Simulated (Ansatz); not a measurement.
GeH4F, doublet: a trajectory.

The input file, in.yaml:

```yaml
crystal:
  periodic: [false, false, false]
  atoms:
    - {symbol: F, position_ang: [-1.349301, -0.621213, -2.264141]}
    - {symbol: Ge, position_ang: [0.402029, 0.185008, 0.674375]}
    - {symbol: H, position_ang: [-0.884222, -0.408315, -1.487136]}
    - {symbol: H, position_ang: [0.148424, 1.678733, 0.915954]}
    - {symbol: H, position_ang: [1.876082, -0.129331, 0.387522]}
    - {symbol: H, position_ang: [-0.193012, -0.704881, 1.773426]}
basis:
  gaussian: {orbitals: def2-SVP}
magnetization: {spin_polarized: true, initial_magnetization: 1}
hamiltonian: {xc: pbe0, dispersion: d4}
md: {n_steps: 30, timestep: -0.5, temperature: 1000, ensemble: nvt_nose_hoover, seed: 30, initial_velocities: maxwell_boltzmann}
```

Run by:

```bash
ansatz run in.yaml --threads 2 --pin off --events-out ev --progress --plain --max-ram 4352MiB
```

The run's output (Ansatz 0.2.0):

```
Error: invalid value for `md.timestep`: must be finite and > 0; got -0.5 fs
```

The run took about 0.05 s on 2 CPU threads of an Arm Neoverse V1 (shared host).


The program refused the input. A timestep must be positive.